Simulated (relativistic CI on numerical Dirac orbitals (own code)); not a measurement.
Ru⁴⁺: resonant inelastic scattering at the M2,3 edge

Computed with this model: Dirac-Coulomb-Breit CI, KLI orbitals optimised for each configuration, model QED (radiative potential, 1s self-energy scaled to tabulated hydrogen-like ionisation energies), valence Slater integrals scaled by 0.8, Kramers-Heisenberg scattering through one core-hole configuration in a parametric crystal field; configurations [Kr] 4d4 → [Ne] 3s2 3p5 3d10 4s2 4p6 4d5; 10 K; core-hole width 1.2 eV; summed over polarisations. Incident energies are the highest absorption maxima for each field (at most a few, so the weaker spin-orbit partner edge can be absent), on the computed scale of the free ion. Intensities are in per cent of the strongest line above 0.02 eV; levels within 1 cm⁻¹ are merged; final levels count from the ground level, the first row holds all elastic scattering, lines under 0.4 are left out and each table stops after 24 rows. The scale of the Slater integrals is a model choice and moves the terms in proportion.

Field parameters in Wybourne normalisation: Td as Oh with Dq negative (B⁴₀ = 21Dq, B⁴₄ = √(5/14) B⁴₀). The field is a parameter set, without covalency.

S is read from ⟨S²⟩ = S(S + 1).

Td, 10Dq = -3200 cm⁻¹:

| Final level (eV) | Degeneracy | Irrep | S | 467.3 eV | 469.3 eV |
| --- | --- | --- | --- | --- | --- |
| 0.000 | 1 | A1 | 1.97 | 141.5 | 544.7 |
| 0.050 | 3 | T1 | 1.98 | 100.0 | 57.5 |
| 0.104 | 3 | T2 | 1.99 | 45.8 | 32.4 |
| 0.181 | 2 | E | 1.99 | 28.6 | 20.4 |
| 0.218 | 3 | T1 | 1.99 | 1.5 | 1.1 |
| 0.290 | 3 | T2 | 1.99 | 3.9 | 7.7 |
| 0.607 | 3 | T2 | 1.99 | 9.5 | 7.2 |
| 0.622 | 2 | E | 1.98 | 8.2 | 1.5 |
| 0.630 | 3 | T1 | 1.98 | 20.4 | 2.3 |
| 0.637 | 1 | A1 | 1.98 | 5.2 | 1.8 |
| 1.609 | 1 | A1 | 0.97 | 2.9 | 43.8 |
| 1.820 | 3 | T1 | 1.00 | 1.1 | 16.9 |
| 1.831 | 2 | E | 0.98 | 0.2 | 1.2 |
| 1.902 | 3 | T2 | 1.00 | 0.1 | 1.7 |
| 1.966 | 3 | T1 | 0.97 | 0.1 | 5.0 |
| 2.038 | 3 | T2 | 0.99 | 0.2 | 1.4 |
| 2.086 | 2 | E | 1.00 | 0.1 | 1.5 |
| 2.112 | 3 | T1 | 0.99 | 0.0 | 0.9 |
| 2.163 | 1 | A1 | 0.99 | 1.8 | 21.3 |
| 2.244 | 1 | A1 | 0.91 | 0.2 | 3.4 |
| 2.301 | 3 | T2 | 0.98 | 0.1 | 1.2 |
| 2.325 | 3 | T1 | 1.00 | 0.2 | 2.6 |
| 2.382 | 3 | T1 | 0.99 | 1.4 | 12.7 |
| 2.501 | 2 | E | 0.99 | 0.1 | 1.1 |

Td, 10Dq = -7250 cm⁻¹:

| Final level (eV) | Degeneracy | Irrep | S | 467.5 eV | 469.2 eV |
| --- | --- | --- | --- | --- | --- |
| 0.000 | 1 | A1 | 1.95 | 222.5 | 620.0 |
| 0.045 | 3 | T1 | 1.97 | 100.0 | 22.6 |
| 0.084 | 3 | T2 | 1.99 | 50.5 | 30.7 |
| 0.182 | 2 | E | 1.99 | 29.3 | 13.0 |
| 0.202 | 3 | T1 | 1.99 | 1.4 | 0.9 |
| 0.279 | 3 | T2 | 1.99 | 5.1 | 13.0 |
| 1.064 | 1 | A1 | 1.70 | 10.1 | 9.2 |
| 1.067 | 3 | T2 | 1.98 | 19.8 | 11.8 |
| 1.070 | 2 | E | 1.97 | 15.8 | 1.2 |
| 1.072 | 3 | T1 | 1.97 | 48.9 | 6.7 |
| 1.103 | 1 | A1 | 1.26 | 10.8 | 80.4 |
| 1.398 | 3 | T1 | 1.03 | 2.9 | 31.9 |
| 1.433 | 2 | E | 1.01 | 0.8 | 5.8 |
| 1.478 | 3 | T2 | 1.01 | 0.3 | 5.4 |
| 1.745 | 3 | T1 | 0.94 | 0.4 | 6.8 |
| 1.756 | 3 | T2 | 1.01 | 0.8 | 3.5 |
| 1.757 | 1 | A1 | 0.45 | 1.0 | 7.7 |
| 1.852 | 2 | E | 1.01 | 0.1 | 1.5 |
| 2.024 | 3 | T1 | 0.88 | 0.3 | 6.2 |
| 2.147 | 2 | E | 1.01 | 0.0 | 0.8 |
| 2.161 | 3 | T2 | 1.00 | 0.1 | 0.7 |
| 2.213 | 1 | A1 | 1.01 | 0.9 | 3.2 |
| 2.348 | 3 | T2 | 1.00 | 0.2 | 1.8 |
| 2.406 | 3 | T1 | 0.95 | 0.0 | 0.5 |

For the first field the strongest loss at the lowest incident energy is the level at 0.05 eV (S = 1.98, against 1.97 in the thermal ground state). Levels of other spin, the first over 8 % at 1.61 eV, appear because spin-orbit coupling of the core hole, and in heavier ions of the valence shell too, mixes spins.
